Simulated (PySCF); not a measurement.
C$_{4}$H$_{10}$O$_{2}$ (SMILES COCC(C)O), singlet, at a GFN2-xTB geometry. Base run: PySCF with M062X/STO-3G.

Geometry (Å):
```xyz
16

C      2.5495     0.5433    -0.2461
O      1.3835    -0.1000     0.1956
C      0.2399     0.2405    -0.5597
C     -0.9550    -0.5034     0.0481
C     -2.2448    -0.1900    -0.6984
O     -1.1198    -0.1311     1.3964
H      2.4524     1.6340    -0.1766
H      3.3558     0.2077     0.4029
H      2.7805     0.2768    -1.2847
H      0.0653     1.3262    -0.5122
H      0.3739    -0.0472    -1.6127
H     -0.7431    -1.5842    -0.0105
H     -2.4419     0.8780    -0.6603
H     -2.1713    -0.5078    -1.7344
H     -3.0699    -0.7092    -0.2203
H     -0.2484    -0.1680     1.8095
```
Charge 0, spin multiplicity 1.
All else is at PySCF's defaults.

The base run was repeated with changes; each row names its change, and settings that it needs were set with it.

| change | E (Eh) | HOMO (eV) | HOMO-LUMO gap (eV) | dipole (D) | core-seconds (rough) | outcome |
|---|---|---|---|---|---|---|
| base | -304.87033 | -5.78 | 15.32 | 1.89 | 7 | converged |
| functional = bp86 | -304.86254 | -1.83 | 8.21 | 1.66 | 5 | converged |
| functional = b97m_v | - | - | - | - | - | cut at the time limit |
| functional = pbe; dispersion = d3bjm | -304.49990 | -1.70 | 8.17 | 1.67 | 4 | converged |
| functional = bhandhlyp | -304.73508 | -5.92 | 15.87 | 1.94 | 5 | converged |
| functional = blyp | -304.68636 | -1.68 | 8.22 | 1.66 | 5 | converged |
| functional = pbe | -304.48739 | -1.70 | 8.17 | 1.67 | 4 | converged |
| functional = b97-1 | -304.81537 | -3.52 | 11.46 | 1.79 | 6 | converged |
| functional = o3lyp | -304.84381 | -2.82 | 10.07 | 1.75 | 5 | converged |
| functional = wb97x | -304.84942 | -6.37 | 17.09 | 1.85 | 7 | converged |
| functional = wb97m_v | - | - | - | - | - | cut at the time limit |
| functional = pw91,pw91 | -304.73272 | -1.80 | 8.18 | 1.68 | 6 | converged |
| functional = pw6b95 | -305.25874 | -4.13 | 12.23 | 1.84 | 7 | converged |

Absolute energies of different levels of theory aren't comparable as measures of quality.
